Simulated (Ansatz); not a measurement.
CH₆GeS (`S[CH2][GeH3]`), relaxed with RKS PBE0-D4/def2-TZVP in Ansatz 0.2.0 from a PBE-D4/def2-SVP geometry. The force threshold is 0.005 eV/Å; the program also tests the step.

Charge 0, multiplicity 1.

Start:

```xyz
9

S    -1.537    0.252   -1.415
C    -0.166    0.847   -0.356
Ge    0.493   -0.541    0.892
H    -0.846   -0.764   -2.011
H    -0.595    1.683    0.234
H     0.660    1.270   -0.964
H     1.698   -0.015    1.723
H     0.947   -1.767    0.055
H    -0.655   -0.964    1.841
```

```tsv
step	energy (eV)	largest force (eV/Å)	largest move (Å)
1	-68476.7208	0.593	0.000
2	-68476.7487	0.208	0.034
3	-68476.7523	0.066	0.023
4	-68476.7530	0.031	0.024
5	-68476.7532	0.008	0.019
6	-68476.7533	0.003	0.010
7	-68476.7533	0.002	0.008
```

End:

```xyz
9

S    -1.489    0.275   -1.432
C    -0.159    0.856   -0.354
Ge    0.485   -0.536    0.869
H    -0.863   -0.813   -1.910
H    -0.595    1.666    0.234
H     0.660    1.278   -0.939
H     1.674   -0.018    1.702
H     0.944   -1.742    0.030
H    -0.657   -0.965    1.800
```

Hardware: 2 threads of an Arm Neoverse V1 on a shared host. Wall time 32 s, peak host memory 0.36 GiB.
